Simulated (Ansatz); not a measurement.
Ansatz (a quantum-chemistry and plane-wave program) input file for (1Z)-1-fluoro-2-methylbuta-1,3-diene (C5H7F), SMILES C=C/C(C)=C\F, B3LYP-D3(BJ)/def2-SVP. 

Ansatz 0.2 input:
```yaml
crystal:
  periodic: [false, false, false]
  atoms:
    - {symbol: C, position_ang: [1.96105035, -1.08099507, -0.37556058]}
    - {symbol: C, position_ang: [1.11536340, -0.18480981, 0.11950230]}
    - {symbol: C, position_ang: [-0.30984864, -0.12315541, -0.16889439]}
    - {symbol: C, position_ang: [-0.92195715, -1.12969386, -1.09469056]}
    - {symbol: C, position_ang: [-1.07888922, 0.81754932, 0.37948719]}
    - {symbol: F, position_ang: [-0.59754538, 1.75316005, 1.22010596]}
    - {symbol: H, position_ang: [1.65343312, -1.86024494, -1.05148492]}
    - {symbol: H, position_ang: [3.00532319, -1.06425338, -0.11542762]}
    - {symbol: H, position_ang: [1.47826601, 0.57836770, 0.79509803]}
    - {symbol: H, position_ang: [-1.98610949, -0.94663810, -1.21453971]}
    - {symbol: H, position_ang: [-0.78164592, -2.13481446, -0.70080646]}
    - {symbol: H, position_ang: [-0.44540243, -1.07843993, -2.07200773]}
    - {symbol: H, position_ang: [-2.14026833, 0.93421152, 0.21915090]}
basis:
  gaussian:
    orbitals: def2-SVP
hamiltonian:
  xc: b3lyp
  dispersion: d3bj
relax: {f_tol: 0.002, max_steps: 200}
```

Program output:

```
WARN ansatz: RAYON_NUM_THREADS=1 ignored (pool sized by the plan → 1); use --threads N
Functional definition: B3LYP
integrals: 0.09 GiB planned
1360 factors; integrals over basis functions are off by at most 3.4e-4 eV
mean field: 0.52 GiB planned
mean field evaluation 1: about -8000.5495 eV, gradient 5.7e1 eV
mean field evaluation 2: about -7995.7500 eV, gradient 7.0e1 eV
mean field evaluation 4: about -8008.9712 eV, gradient 3.6e0 eV
mean field evaluation 8: about -8009.0408 eV, gradient 1.0e-1 eV
mean field evaluation 16: about -8009.0408 eV, gradient 1.1e-5 eV
mean field -8009.04083388 eV, -294.3268219221 hartree, gradient 1.1e-5 eV, S^2 0.000000; 0 other end points of the search recorded, 0 dependent functions left out
the calculation of the forces begins
reference -8009.04105532 eV, -294.3268300601 hartree; 23, 23 occupied and 96, 96 virtual orbitals, 1360 factors
relax step   1: F+E_penalty+E_count = -8009.50472503 eV  Δ(F+E_penalty+E_count) = +0.000e0 eV  max|allowed force component| = 5.856e-1 eV/Å  Δτ_max = 0.0000 Å  (28 SCF iters, accepted)
these checks for a lower state are left out or cut short: starts, cluster_reference, orbital_swaps, neighbouring_geometries, increment
integrals: 0.09 GiB planned
1360 factors; integrals over basis functions are off by at most 3.7e-4 eV
mean field: 0.52 GiB planned
mean field -8009.08298499 eV, -294.3283709471 hartree, gradient 2.3e-5 eV, S^2 0.000000; 0 other end points of the search recorded, 0 dependent functions left out
the calculation of the forces begins
reference -8009.08320768 eV, -294.3283791307 hartree; 23, 23 occupied and 96, 96 virtual orbitals, 1360 factors
relax step   2: F+E_penalty+E_count = -8009.54390725 eV  Δ(F+E_penalty+E_count) = -3.918e-2 eV  max|allowed force component| = 2.289e-1 eV/Å  Δτ_max = 0.0268 Å  (31 SCF iters, accepted)
these checks for a lower state are left out or cut short: starts, cluster_reference, orbital_swaps, neighbouring_geometries, increment
integrals: 0.09 GiB planned
1360 factors; integrals over basis functions are off by at most 3.7e-4 eV
mean field: 0.52 GiB planned
mean field -8009.08689643 eV, -294.3285146898 hartree, gradient 2.3e-5 eV, S^2 0.000000; 0 other end points of the search recorded, 0 dependent functions left out
the calculation of the forces begins
reference -8009.08711943 eV, -294.3285228848 hartree; 23, 23 occupied and 96, 96 virtual orbitals, 1360 factors
relax step   3: F+E_penalty+E_count = -8009.54699033 eV  Δ(F+E_penalty+E_count) = -3.083e-3 eV  max|allowed force component| = 6.241e-2 eV/Å  Δτ_max = 0.0096 Å  (32 SCF iters, accepted)
these checks for a lower state are left out or cut short: starts, cluster_reference, orbital_swaps, neighbouring_geometries, increment
integrals: 0.09 GiB planned
1360 factors; integrals over basis functions are off by at most 3.8e-4 eV
mean field: 0.52 GiB planned
mean field evaluation 32: about -8009.0468 eV, gradient 3.6e-1 eV
mean field -8009.08690913 eV, -294.3285151566 hartree, gradient 1.5e-5 eV, S^2 0.000000; 0 other end points of the search recorded, 0 dependent functions left out
the calculation of the forces begins
reference -8009.08713212 eV, -294.3285233511 hartree; 23, 23 occupied and 96, 96 virtual orbitals, 1360 factors
relax step   4: F+E_penalty+E_count = -8009.54699473 eV  Δ(F+E_penalty+E_count) = -4.395e-6 eV  max|allowed force component| = 2.454e-2 eV/Å  Δτ_max = 0.0086 Å  (24 SCF iters, accepted)
these checks for a lower state are left out or cut short: starts, cluster_reference, orbital_swaps, neighbouring_geometries, increment
integrals: 0.09 GiB planned
1360 factors; integrals over basis functions are off by at most 3.7e-4 eV
mean field: 0.52 GiB planned
mean field -8009.08701534 eV, -294.3285190596 hartree, gradient 9.3e-6 eV, S^2 0.000000; 0 other end points of the search recorded, 0 dependent functions left out
the calculation of the forces begins
reference -8009.08723830 eV, -294.3285272533 hartree; 23, 23 occupied and 96, 96 virtual orbitals, 1360 factors
relax step   5: F+E_penalty+E_count = -8009.54714304 eV  Δ(F+E_penalty+E_count) = -1.483e-4 eV  max|allowed force component| = 1.344e-2 eV/Å  Δτ_max = 0.0054 Å  (24 SCF iters, accepted)
these checks for a lower state are left out or cut short: starts, cluster_reference, orbital_swaps, neighbouring_geometries, increment
integrals: 0.09 GiB planned
1360 factors; integrals over basis functions are off by at most 3.7e-4 eV
mean field: 0.52 GiB planned
mean field -8009.08700639 eV, -294.3285187306 hartree, gradient 3.3e-5 eV, S^2 0.000000; 0 other end points of the search recorded, 0 dependent functions left out
the calculation of the forces begins
reference -8009.08722933 eV, -294.3285269237 hartree; 23, 23 occupied and 96, 96 virtual orbitals, 1360 factors
relax step   6: F+E_penalty+E_count = -8009.54715455 eV  Δ(F+E_penalty+E_count) = -1.151e-5 eV  max|allowed force component| = 5.051e-3 eV/Å  Δτ_max = 0.0009 Å  (20 SCF iters, accepted)
these checks for a lower state are left out or cut short: starts, cluster_reference, orbital_swaps, neighbouring_geometries, increment
integrals: 0.09 GiB planned
1360 factors; integrals over basis functions are off by at most 3.7e-4 eV
mean field: 0.52 GiB planned
mean field -8009.08700103 eV, -294.3285185336 hartree, gradient 2.0e-5 eV, S^2 0.000000; 0 other end points of the search recorded, 0 dependent functions left out
the calculation of the forces begins
reference -8009.08722396 eV, -294.3285267264 hartree; 23, 23 occupied and 96, 96 virtual orbitals, 1360 factors
relax step   7: F+E_penalty+E_count = -8009.54715720 eV  Δ(F+E_penalty+E_count) = -2.655e-6 eV  max|allowed force component| = 9.452e-4 eV/Å  Δτ_max = 0.0007 Å  (20 SCF iters, accepted)
integrals: 0.09 GiB planned
1360 factors; integrals over basis functions are off by at most 3.7e-4 eV
mean field: 0.52 GiB planned
mean field evaluation 64: about -8009.0870 eV, gradient 3.2e-3 eV
mean field -8009.08700103 eV, -294.3285185336 hartree, gradient 2.0e-5 eV, S^2 0.000000; 1 other end points of the search recorded, 0 dependent functions left out
the calculation of the forces begins
reference -8009.08722396 eV, -294.3285267264 hartree; 23, 23 occupied and 96, 96 virtual orbitals, 1360 factors
Total energy: -8009.54738014 eV, -294.3454371540 hartree
Atom 0 at     1.979254    -1.083661    -0.371765 Å, force    -0.000885    -0.000173     0.000791 eV/Å
Atom 1 at     1.121637    -0.178398     0.126590 Å, force     0.000150    -0.000543    -0.000228 eV/Å
Atom 2 at    -0.311013    -0.120438    -0.167705 Å, force     0.000361     0.000800     0.000945 eV/Å
Atom 3 at    -0.932582    -1.128297    -1.096257 Å, force    -0.000536    -0.000452    -0.000450 eV/Å
Atom 4 at    -1.081695     0.830615     0.387437 Å, force     0.000518    -0.000127    -0.000629 eV/Å
Atom 5 at    -0.594327     1.759251     1.223054 Å, force    -0.000252     0.000183     0.000053 eV/Å
Atom 6 at     1.662949    -1.873258    -1.058276 Å, force     0.000234    -0.000105    -0.000473 eV/Å
Atom 7 at     3.038090    -1.061211    -0.103426 Å, force     0.000557     0.000126    -0.000282 eV/Å
Atom 8 at     1.494947     0.589502     0.810028 Å, force    -0.000073     0.000271     0.000229 eV/Å
Atom 9 at    -2.011620    -0.955444    -1.219190 Å, force    -0.000136    -0.000077     0.000185 eV/Å
Atom 10 at    -0.792634    -2.153852    -0.716115 Å, force     0.000200    -0.000123    -0.000052 eV/Å
Atom 11 at    -0.464744    -1.086740    -2.093870 Å, force     0.000006     0.000191    -0.000156 eV/Å
Atom 12 at    -2.156492     0.942174     0.219428 Å, force    -0.000144     0.000029     0.000068 eV/Å
Dipole moment:    -0.142916    -0.187318    -0.179010 e Å
```

The calculation finished and met its thresholds.
